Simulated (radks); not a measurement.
Spherical jellium clusters: N electrons in a uniform positive sphere of charge N and radius rs N^(1/3), rs = 4.34 bohr. Level of theory: non-relativistic Kohn-Sham, LDA (Slater exchange, Perdew-Wang correlation), spin-polarised, spherical densities (a radial shooting solver with Libxc functionals). Levels are named by radial order and angular momentum (1s, 1p, 1d, 2s, ...), and open shells are averaged over m. Each electron was tried in the lowest free levels, single moves between levels near the top were tried too, and the lowest total energy was kept; such a search can miss a lower state. Energies include the self-energy of the background; IP and EA are vertical (highest electron removed, lowest free level filled), at fixed background; spill-out counts the electrons outside the background radius R, and alpha is the static dipole polarisability from linear response (closed shells only). A dash means not computed or, for alpha, an open shell; in EA it means that no bound solution was reached, which is typical of self-interaction and does not show that the anion is unstable. Real open-shell clusters deform, which this model forbids.

N,open shells,2S,E(N+1) + E(N-1) - 2E(N) (eV),EA (eV),-e(HOMO) (eV),alpha/R^3
1,"1s(up 1, down 0)",1,-,-,2.857,-
2,none,0,0.961,-,2.997,1.567
3,"1p(up 1, down 0)",1,-0.584,-,2.070,-
4,"1p(up 2, down 0)",2,-0.400,-,2.535,-
5,"1p(up 3, down 0)",3,0.284,-,2.831,-
6,"1p(up 3, down 1)",2,-0.326,-,2.580,-
7,"1p(up 3, down 2)",1,-0.234,1.531,2.842,-
8,none,0,1.035,-,3.029,1.391
9,"1d(up 1, down 0)",1,-0.237,-,2.056,-
10,"1d(up 2, down 0)",2,-0.201,-,2.283,-
11,"1d(up 3, down 0)",3,-0.170,1.309,2.466,-
12,"1d(up 4, down 0)",4,-0.146,1.472,2.617,-
13,"1d(up 5, down 0)",5,0.309,1.194,2.743,-
14,"1d(up 5, down 1)",4,-0.157,1.374,2.455,-
15,"1d(up 5, down 2)",3,-0.134,1.526,2.599,-
16,"1d(up 5, down 3)",2,-0.116,1.657,2.720,-
17,"1d(up 5, down 4)",1,-0.101,1.771,2.824,-
18,none,0,0.198,1.613,2.914,1.299
19,"2s(up 1, down 0)",1,0.197,1.473,2.714,-
20,none,0,0.313,1.174,2.553,1.328
21,"1f(up 1, down 0)",1,-0.109,1.293,2.266,-
22,"1f(up 2, down 0)",2,-0.099,1.400,2.366,-
23,"1f(up 3, down 0)",3,-0.090,1.497,2.456,-
24,"1f(up 4, down 0)",4,-0.083,1.586,2.537,-
25,"1f(up 5, down 0)",5,-0.076,1.666,2.611,-
26,"1f(up 6, down 0)",6,-0.070,1.741,2.678,-
27,"1f(up 7, down 0)",7,0.269,1.482,2.739,-
28,"1f(up 7, down 1)",6,-0.080,1.571,2.478,-
29,"1f(up 7, down 2)",5,-0.074,1.652,2.553,-
30,"1f(up 7, down 3)",4,-0.068,1.726,2.622,-
31,"1f(up 7, down 4)",3,-0.063,1.795,2.685,-
32,"1f(up 7, down 5)",2,-0.058,1.859,2.742,-
33,"1f(up 7, down 6)",1,-0.054,1.918,2.796,-
34,none,0,0.329,1.615,2.845,1.238
35,"2p(up 1, down 0)",1,-0.036,1.675,2.525,-
36,"2p(up 2, down 0)",2,-0.028,1.726,2.572,-
37,"2p(up 3, down 0)",3,0.203,1.556,2.610,-
38,"2p(up 3, down 1)",2,-,1.625,2.439,-

All shells are closed at N = 2, 8, 18, 20, 34 (there: 1s2 1p6 1d10 2s2 1f14); the second difference of the energy has clear peaks (12 % above both neighbours; the first and last values, which can be the largest, are not judged, and half-filled shells can peak too) at N = 5, 8, 13, 20, 27, 34.
